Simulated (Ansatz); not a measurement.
Reactions of `OC([SiH3])S`.

Gas-phase electronic energies from Ansatz, PBE0-D4/def2-TZVP geometries. CCSD(T)/CBS is the MP2 limit (def2-TZVPP, def2-QZVPP) plus CCSD(T) − MP2 in def2-TZVPP, frozen cores. This one scheme is used for every species, atoms too. Functionals use def2-TZVPP. No spin–orbit coupling; open shells (•) take unrestricted orbitals. Spin–orbit coupling would lower the free atoms: a little for C, O, S, Si. Bonds to As, Ge, Sc are less sure, by a few kJ/mol each and by 10 to 20 or more in all where they break to atoms, as the def2 sets lack core-valence functions. Scalar relativity is left out up to krypton. Each species was taken in one conformer, which may not be the lowest.

```csv
reaction,CCSD(T)/CBS(def2) (eV)
`OC([SiH3])S` → `OCS` + `[SiH2]`,2.26
`OC([SiH3])S` + arsine → `OC([SiH3])[AsH2]` + H₂S,-0.23
`OC([SiH3])S` → `C[SiH](O)S`,-3.43
`OC([SiH3])S` + `B[SiH](F)Cl` → `OC(S)[SiH2]F` + `B[SiH2]Cl`,-0.12
`OC([SiH3])S` + `B[Si](O)(F)Cl` → `B[Si](F)(Cl)O[SiH3]` + `OCS`,?
`OC([SiH3])S` + `O[SiH](S)[GeH3]` → `O[SiH]([SiH3])[GeH3]` + `OC(S)S`,?
`OC([SiH3])S` + `[NH2][Sc]([OH])[OH]` → `[NH2][Sc]([OH])[O][SiH3]` + `OCS`,-1.37
`OC([SiH3])S` → `CO[SiH2]S`,-2.24
`OC([SiH3])S` → C• + 6 H• + O• + S• + Si•,?
`OC([SiH3])S` → `O[SiH2]CS`,-2.10
```

Fill in the missing values. (An estimate is asked.)

Computed: `OC([SiH3])S` + `B[Si](O)(F)Cl` → `B[Si](F)(Cl)O[SiH3]` + `OCS`: -1.26 eV; `OC([SiH3])S` + `O[SiH](S)[GeH3]` → `O[SiH]([SiH3])[GeH3]` + `OC(S)S`: +0.91 eV; `OC([SiH3])S` → C• + 6 H• + O• + S• + Si•: +33.76 eV.

Largest T1 diagnostic: 0.016, for `[NH2][Sc]([OH])[OH]`.
